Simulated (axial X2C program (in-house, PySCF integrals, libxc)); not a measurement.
# Working with the constants of SrCl⁺

A bond curve at the CCSD(T) level, 2c, was computed with an axial X2C code built on PySCF integrals (basis Sr dyall-cv3z [13s12p8d5f1g], Cl dyall-av3z [9s8p3d2f] (cores contracted in-house)) for the state Ω = 0 (closed shell). Its fit gives Re = 2.5257 Å, ωe = 348.4 cm⁻¹, ωexe = 0.854 cm⁻¹ and αe = 3.850e-04 cm⁻¹; the masses are 87.9056 and 34.9689 u. Two-component means X2C with spin–orbit coupling and atomic mean-field Coulomb and Gaunt terms.

Correlated methods: 8 electrons correlated (number of frozen shells: Sr 4 s, 3 p, 1 d; Cl 2 s, 1 p), 262 virtual spin orbitals or spinors in MP2, 88 natural virtuals in coupled cluster.

**Question.** Find the reduced mass, Be and the force constant.

**Answer.** From the CCSD(T) values: μ = 25.0171 u. Be = 16.8576/(μ Re²) = 0.1056 cm⁻¹. k = 5.8918×10⁻⁷ μ ωe² = 1.79 mdyn/Å.

**Question.** A Morse curve ties αe to the other constants (Pekeris). How well does that hold?

**Answer.** αe(Morse) = 6Be²/ωe × (√(ωexe/Be) − 1) = 3.542e-04 cm⁻¹; the CCSD(T) curve gives 3.850e-04 cm⁻¹, a ratio of 0.92.

**Question.** Where do the fundamental and the first overtone lie?

**Answer.** ν(1←0) = ωe − 2ωexe = 346.7 cm⁻¹; ν(2←0) = 2ωe − 6ωexe = 691.7 cm⁻¹.

**Question.** Give B0, the J = 1←0 line in GHz and the most populated J at 300 K (kT = 208.5 cm⁻¹).

**Answer.** B0 = Be − αe/2 = 0.1054 cm⁻¹; 2B0 = 6.322 GHz; J(max) ≈ √(kT/2B0) − 1/2 = 30.9, so J = 31.

**Question.** Estimate De from a Morse curve and compare with the computed well depth of 4.262 eV to Sr+ + Cl.

**Answer.** De(Morse) = ωe²/(4ωexe) = 4.406 eV against 4.262 eV computed, a ratio of 1.03. For De the Morse form works well here.

One determinant describes the state; a PBE0 search over occupations chose it and may have missed a lower one. Dissociation energies refer to the lowest single-determinant-based atoms at the same level and basis. Coupled cluster ran in a truncated set of natural virtual spinors; the MP2 energy of the rest was added. (T) has no such correction and the atoms are truncated less, which lowers De at CCSD(T) by a hundredth of an eV or more. The outer-core s and p shells of the metal are frozen in the correlated rows, which leaves out core–valence correlation; for alkali and alkaline-earth bonds that tends to lengthen them. With the outer-core shells frozen, correlated bond lengths of heavy atoms tend to come out a few hundredths of an ångström too long.
